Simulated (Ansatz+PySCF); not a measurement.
A calculation with Ansatz (development build ahead of 0.2.0).

```yaml
crystal:
  periodic: [false, false, false]
  atoms:
    - { symbol: Be, position_ang: [0.0, 0.0, 0.0] }
    - { symbol: Cl, position_ang: [0.90452, 1.20603, 2.61114] }
basis:
  gaussian: { orbitals: STO-3G }
magnetization:
  initial_magnetization: 1
hamiltonian:
  xc: hf
correlation:
  method: ccsd_t
  frozen_orbitals: { Be: 0, Cl: 5 }
scf:
  omitted_lower_state_checks: [stability, starts, atomic_configurations, cluster_reference, orbital_swaps, given_window_search, neighbouring_geometries, increment]
```

The input is written out in the form of the current development build from the run's settings. Correlation on restricted open-shell orbitals is semicanonical, with singles.

The run gave:

| Property | Result |
| --- | --- |
| Converged | yes |
| Reference energy | -468.89738 hartree |
| CCSD correlation energy | -0.05306 hartree |
| Triples correction | -0.00004 hartree |
| Total energy | -468.95048 hartree |
| Spin squared of the determinant | 0.750 |
| T1 diagnostic | 0.028 |
| Largest doubles amplitude | 0.18 |
| Occupied orbitals by symmetry in an Abelian subgroup (alpha; beta) | 7 A1 2 B1 2 B2; 6 A1 2 B1 2 B2 |
